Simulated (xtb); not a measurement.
xtb input:

```bash
xtb mol.xyz --gfn 2 --sp --chrg 1 --uhf 0
```
mol.xyz:
```
3

Ti     1.12684954    -0.41087601     0.01085392
O      2.11951871    -0.39208638    -1.26634104
Br    -1.19276684     0.34788467     0.28262691
```

Q: Predict the final energy.

A: -9.24602 Eh (GFN2-xTB).

This state (charge 1, singlet) is run at the relaxed geometry of the species with charge 0 and multiplicity 2.
